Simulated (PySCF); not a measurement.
Correlation energy of Mn²⁺ (manganese, charge +2)

[Ar] 3d5, high-spin 6S determinant. Computed with PySCF 2.14 in def2-TZVPPD (6s6p4d2f1g, 67 functions), with the non-relativistic Hamiltonian (point nucleus). Frozen: [Ne]; 13 electrons correlated.

```
  level  correlation energy (mhartree)
   CCSD                        -382.55
    (T)                          -6.49
CCSD(T)                        -389.04
```

Diagnostics: T1 = 0.0055, D1 = 0.0119, largest double amplitude 0.019.

Task: Is a single reference adequate?

Result: Yes: T1 lies below 0.03 and no double amplitude reaches 0.07.

This basis was not built for core-valence correlation, so the inner-shell part is incomplete.
